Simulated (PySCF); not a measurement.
r2SCANh on Se⁻ (selenium, charge -1), [Ar] 3d10 4s2 4p5, 2P determinant. All numbers are calculated (PySCF 2.14, scalar relativity through the core potential, in aug-cc-pVTZ-PP with one added diffuse shell each of s, d, f type with ECP10MDF (7s5p5d3f, 68 functions)).

```
cycle= 1 E= -373.078632944872  delta_E= -0.0083  |g|= 0.0532  |ddm|= 0.266
cycle= 2 E= -373.079166814356  delta_E= -0.000534  |g|= 0.0255  |ddm|= 0.0931
cycle= 3 E= -373.079290410019  delta_E= -0.000124  |g|= 0.00167  |ddm|= 0.0269
cycle= 4 E= -373.079294044807  delta_E= -3.63e-06  |g|= 0.00123  |ddm|= 0.00725
cycle= 5 E= -373.079295102883  delta_E= -1.06e-06  |g|= 0.000222  |ddm|= 0.00262
cycle= 6 E= -373.079295245831  delta_E= -1.43e-07  |g|= 5.54e-05  |ddm|= 0.00142
cycle= 7 E= -373.079295258098  delta_E= -1.23e-08  |g|= 6.15e-06  |ddm|= 0.000542
cycle= 8 E= -373.079295258161  delta_E= -6.29e-11  |g|= 3.52e-07  |ddm|= 3.38e-05
converged SCF energy = -373.079295258161  <S^2> = 0.7570046  2S+1 = 2.0069924
```

Highest occupied orbital energy: 0.488 eV; ⟨L²⟩ = 2.04; populations by l: s 4.00, p 11.00, d 10.00, f 0.00.

Problem. Can this result be used?

Solution. With care. The calculation finished and met its thresholds. Energies and moments cover only the electrons outside the core potential. At r2SCANh the highest occupied level has a positive energy, so only the finite basis holds that electron; in a semilocal or global hybrid functional this comes from self-interaction and does not mean that the real anion is unbound.
